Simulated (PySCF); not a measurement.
Peak assignment

Bonds (- single, = double, # triple, : aromatic): C1-C2, C2-C3, C2-C4, C4-Si5, C4-C6, C6=O7. C1 carries H8, H9, H10; C2 carries H11; C3 carries H12, H13, H14; C4 carries H15; Si5 carries H16, H17, H18; C6 carries H19. Stereochemistry as in CC(C)[C@H]([SiH3])C=O.

[PySCF 2.14: GIAO PBE0/pcSseg-1 shieldings; coordinates at the GFN2-xTB level; one conformer; in vacuum; equivalent nuclei averaged; non-relativistic]

Scale: ¹³C (186.93 ppm), ¹H (31.72 ppm) vs TMS (reference shieldings calculated alike).

Question: Assign these signals to the numbered atoms. ¹³C{¹H} NMR (computed): δ 208.7 (CH), 52.8 (CH), 31.3 (CH), 27.8 (CH3), 23.8 (CH3).

Answer: 
208.7 → C6, aldehyde carbonyl carbon: low-lying n→π* states of the double bond to the heteroatom give a large paramagnetic term (-272 ppm)
52.8 → C4, sp3 CH bonded to Si, α to a carbonyl: α to the electron-withdrawing carbonyl group
31.3 → C2, sp3 CH: a saturated carbon with 3 carbon neighbours and no heteroatom attached
27.8 → C1, methyl carbon: aliphatic region, no heteroatom directly attached
23.8 → C3, methyl carbon

Question: Assign these signals to the numbered atoms. ¹H NMR (300 MHz, computed): δ 9.92 (d, 1H), 3.92 (d, 3H), 2.10 (m, 1H), 1.88 (m, 1H), 1.07 (d, 3H), 1.05 (d, 3H).

Answer: 
```tsv
δ (ppm)	atoms	environment	reason
9.92	H19	hydrogen on an aldehyde carbonyl carbon	the C=O anisotropy and electron withdrawal place aldehyde protons far downfield
3.92	H16/H17/H18	hydrogen on a silicon bonded to C	–
2.10	H11	hydrogen on an sp3 CH	–
1.88	H15	hydrogen on an sp3 CH bonded to Si, α to a carbonyl	α to C=O
1.07	H12/H13/H14	hydrogen on a methyl carbon	far from electronegative atoms and π systems
1.05	H8/H9/H10	hydrogen on a methyl carbon	–
```

H12/H13/H14 and H8/H9/H10 lie closer than the usual error of such a calculation, so a measured spectrum could show them in the other order.

Shifts are as computed. Against solution values, carbons near 30 ppm lie about +3 ppm off and those near 130 ppm about +5 ppm. Of 1211 compounds with measured shifts, 218 miss one by over three times the rms of a fit or turn the order of signals round; such compounds aren't used in these exercises. No couplings were computed; multiplicities are counted from neighbouring protons, with m where these are inequivalent, close in shift, in a saturated or five-membered ring or joined by F or P, and br s for small geminal =CH2 splittings.
